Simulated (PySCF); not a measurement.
Xenon: highly charged ions in a basis for the neutral atom

Xe¹³⁺ [Kr] 4d5, Xe¹⁴⁺ [Kr] 4d4. All numbers are calculated (PySCF 2.14, scalar relativity through the core potential, in def2-TZVP with the def2 core potential (28 electrons) (6s5p3d2f, 50 functions)). No spin-orbit coupling, so a gap to NIST mixes the basis error with missing relativistic terms.

Changed run: basis of the neutral atom used for a highly charged ion. This setting is unsound on purpose.

| species | method | sound run (hartree) | changed run (hartree) | converged |
| --- | --- | --- | --- | --- |
| Xe¹³⁺ | UHF | not run | -270.64948 | yes |
| Xe¹³⁺ | r2SCAN | not run | -271.26107 | yes |
| Xe¹³⁺ | MN15 | not run | -270.38860 | yes |
| Xe¹⁴⁺ | UHF | not run | -258.86978 | yes |
| Xe¹⁴⁺ | r2SCAN | not run | -259.46204 | yes |
| Xe¹⁴⁺ | MN15 | not run | -258.66862 | yes |

Ionisation energy of Xe¹³⁺:

```
method  changed run (eV)  NIST (eV)
   UHF            320.54    314 ± 3
r2SCAN            321.07    314 ± 3
  MN15            318.92    314 ± 3
```

The contracted functions were made for the neutral atom and can be too rigid for a highly charged ion.
